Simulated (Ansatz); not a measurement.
System: sum formula BNH2F (charge 0, doublet). It need not be the lowest isomer of its formula. 
Geometry from a B3LYP-D3(BJ)/def2-TZVP (Ansatz, a program for electronic structure) optimisation:
SMILES: F[B]N
```xyz
5

B      0.1684     0.1379    -0.4888
F      1.1270    -0.4449     0.2227
N     -1.1090     0.3499     0.0053
H     -1.8323     0.7908    -0.5344
H     -1.3894     0.0740     0.9376
```
Charge 0, spin multiplicity 2.

Quantity: atomisation energy (electronic, to ground-state atoms), in kcal/mol. Cores are frozen in the correlated levels unless marked. Open shells are spin-unrestricted. Spin-orbit coupling is left out. Non-relativistic unless marked X2C. The coupled-cluster limit lacks core correlation, which all-electron functionals hold. CBS marks a two-point X^-3 extrapolation of the correlation energy; Hartree-Fock from the larger set (for Q and 5 zeta extrapolated as (X+1)exp(-9√X)).

```
level                    program  atomisation energy (kcal/mol)
-----------------------  -------  -----------------------------
HF/CBS(cc-pVQZ,cc-pV5Z)   Ansatz                          324.9
```

**Question.** What does CCSD(T)/CBS(cc-pVQZ,cc-pV5Z) (Ansatz) give?

**Answer.** 445.4 kcal/mol
